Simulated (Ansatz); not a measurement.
C2H10InNP2, singlet, geometry from GFN2-xTB (such geometries of metal compounds can be far from the true shape) (all electrons, no relativity), with bond 10-4 at 2.4 times its length; CASSCF(6,5)/STO-3G (Ansatz, a first-principles code).

Here is a job for Ansatz.
Ansatz 0.2 input:
```yaml
crystal:
  periodic: [false, false, false]
  atoms:
    - {symbol: In, position_ang: [-0.04823848, 0.25924693, 0.22055855]}
    - {symbol: N, position_ang: [-0.39901577, -1.58339527, -0.76832709]}
    - {symbol: C, position_ang: [-1.54416150, -1.69675209, -1.64005930]}
    - {symbol: C, position_ang: [-0.14452626, -2.81143531, -0.05350125]}
    - {symbol: H, position_ang: [-1.32191004, -2.38574483, -2.46539920]}
    - {symbol: H, position_ang: [-2.43864970, -2.07651500, -1.12186158]}
    - {symbol: H, position_ang: [-1.77031567, -0.71409549, -2.06415158]}
    - {symbol: H, position_ang: [-1.03574885, -3.19389591, 0.46831862]}
    - {symbol: H, position_ang: [0.19067868, -3.59010195, -0.75108152]}
    - {symbol: H, position_ang: [1.76203468, -2.40370152, 1.70476160]}
    - {symbol: P, position_ang: [-0.81339779, 2.24674560, -1.25520809]}
    - {symbol: H, position_ang: [0.01427511, 1.71501217, -2.25162864]}
    - {symbol: H, position_ang: [0.24134352, 3.01041612, -0.74306653]}
    - {symbol: P, position_ang: [1.87167768, 0.04087820, 1.94790539]}
    - {symbol: H, position_ang: [2.21357992, 1.37676141, 1.71166407]}
    - {symbol: H, position_ang: [2.67159683, -0.38485506, 0.87992227]}
basis:
  gaussian:
    orbitals: STO-3G
hamiltonian:
  xc: hf
magnetization: {spin_polarized: false}
correlation: {active_space: {window: {electrons: 6, orbitals: 5}}}
```

Output, abridged:

```
Functional definition: HF
918 factors; integrals over basis functions are off by at most 6.3e-5 eV
mean field evaluation 1: about -176617.9338 eV, gradient 2.7e1 eV
mean field evaluation 2: about -176618.1854 eV, gradient 2.7e1 eV
mean field evaluation 4: about -176622.4691 eV, gradient 4.6e0 eV
mean field evaluation 8: about -176622.5865 eV, gradient 2.6e-1 eV
mean field evaluation 16: about -176618.6390 eV, gradient 2.2e0 eV
mean field -176622.58739737 eV, -6490.7603677638 hartree, gradient 7.0e-6 eV, S^2 0.000000; 1 other end points of the search recorded, 0 dependent functions left out
reference -176622.58739737 eV, -6490.7603677638 hartree; 54, 54 occupied and 16, 16 virtual orbitals, 918 factors
state -176627.90972163 eV, -6490.9559595727 hartree
2 active orbitals were swapped for others, from the solution at -176627.75978401 eV, -6490.9504494667 hartree to that at -176627.90972163 eV, -6490.9559595727 hartree; typed "places" are swapped only where nearly empty or full, and so, without "given_window_search", are "orbital_numbers", "shells" and a window whose orbitals a file names under [Active]
Total energy: -176627.90972163 eV, -6490.9559595727 hartree
```
